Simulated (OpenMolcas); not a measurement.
## Ce3+: ligand-field states by method

Ce3+ with its 6 nearest bromide ions at 2.894 Å, on the Ca site of CsCaBr3 (a = 5.69 Å, distance in the model lattice 2.845 Å). The rest of the host is ab initio model potentials to 7.6 Å, with orthogonalisation functions on the cations behind the ligands, and point charges beyond; the distance is set by hand and nothing relaxes, and no local charge compensation is placed. Ligand basis ANO-RCC-VDZP.

```
Program             : OpenMolcas 26.06
Basis               : ANO-RCC-VDZP [7s6p4d2f1g]
Scalar Hamiltonian  : DKH2, point nucleus
Active space        : 1 electron in 12 orbitals (RAS2 4f; RAS3 5d, at most 1 electron)
State averaging     : 2S+1 = 2 odd, 7 roots; 2S+1 = 2 even, 5 roots
Spin-orbit coupling : state interaction with AMFI integrals over the reference wave functions
```

I. RASSCF
II. SS-RASPT2, IPEA 0.25 Eh, imaginary shift 0.1 Eh (closed shells correlated: 5s 5p and the ligand valence shells)

Spin-free states (labels of O, the rotations of Oh) in cm-1, each column counted from its own energy of the first state listed:

```
     State  Degeneracy      I     II
     2A2 u           1      0      0
     2T2 u           3    235    -30
     2T1 u           3    725    530
2S+1 = 2 g           3  30906  26370
      2E g           2  49755  45930
```

II puts a state of multiplicity 2 lowest, 27 cm-1 below that state.

With spin-orbit coupling the lowest J multiplet is 401 (I), 319 (II) cm-1 wide, a factor of 0.80 from I to II.

χT at 300 K: I 0.66, II 0.70 cm3 K/mol.

Roots that are degenerate in the reference are averaged as groups; the widest CASPT2 spread within a group is 90 cm-1 (the 3-fold group of multiplicity 2 near 26400 cm-1 above the lowest state of its run, II). Shifts and gaps below about the spread of the groups concerned are not significant. Over all roots computed the reference weight is 0.69 to 0.70 in II; a low but even weight reflects the number of correlated electrons. Spin-orbit coupling mixes the spin-free states strongly: the lowest level takes only 52 % from its leading state, 2T2, which lies 235 cm-1 above the lowest spin-free state (holds for I). Without dynamic correlation the f → d energies are rough (holds for I). Splittings of an f shell from a small cluster at a set distance can be off by tens of per cent, mostly too small (holds for II). No measured value stands beside these numbers; the geometry was set by hand and not optimised.
